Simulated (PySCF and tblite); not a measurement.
The numbers below are computed, except where a source is named.
5 constitutional isomers of C4H5Br:

| isomer | SMILES |
| --- | --- |
| A | [CH2:1]=[CH:2]/[CH:3]=[CH:4]\[Br:5] |
| B | [Br:1][CH:2]=[C:3]1[CH2:4][CH2:5]1 |
| C | [Br:1][C@:2]12[CH2:3][C@H:4]1[CH2:5]2 |
| D | [CH3:1][C@@H:2]1[CH:3]=[C:4]1[Br:5] |
| E | [CH2:1]=[CH:2][C:3](=[CH2:4])[Br:5] |

Each isomer is a Boltzmann average at 298.15 K over at most 6 conformers: GFN2-xTB geometries, energies PBE0/pcSseg-1 (D3(BJ) added where defined), GIAO shieldings PBE0/pcSseg-1, GFN2-xTB thermal terms. Programs: PySCF with density fitting and tblite.

**Question.** What shifts does each isomer give (ppm; of two unlike H on one atom, a is the less shielded)?

**Answer.** 
A: ¹H (against TMS): 7.31 (H2, 1H), 6.73 (H3, 1H), 6.29 (H4, 1H), 5.71 (H1a, 1H), 5.67 (H1b, 1H). ¹³C (against TMS): 142.9 (C3), 140.8 (C2), 132.1 (C4), 128.8 (C1).

B: ¹H (against TMS): 6.67 (H2, 1H), 1.50 (H5, 2H), 1.37 (H4, 2H). ¹³C (against TMS): 135.8 (C3), 120.8 (C2), 11.6 (C5), 8.4 (C4).

C: ¹H (against TMS): 2.03 (H4, 1H), 1.75 (H3a/H5a, 2H), 0.90 (H3b/H5b, 2H). ¹³C (against TMS): 40.6 (C3/C5), 37.3 (C2), 9.6 (C4).

D: ¹H (against TMS): 7.39 (H3, 1H), 2.17 (H2, 1H), 1.25 (H1, 3H). ¹³C (against TMS): 143.7 (C4), 126.1 (C3), 28.3 (C2), 24.9 (C1).

E: ¹H (against TMS): 6.69 (H2, 1H), 6.17 (H1a, 1H), 5.86 (H4a, 1H), 5.82 (H4b, 1H), 5.71 (H1b, 1H). ¹³C (against TMS): 153.9 (C3), 141.6 (C2), 129.3 (C1), 127.7 (C4).

Spin–orbit effects of the heavy atoms on shieldings are missing. At a carbon that bears Br the missing effect is some 10 ppm, beside I tens of ppm. Shifts are unscaled: against experiment ¹³C can be off by 15 ppm or more and ¹H by 0.8 ppm. The search found a single conformer for at least one isomer; other rotamers may be missing.
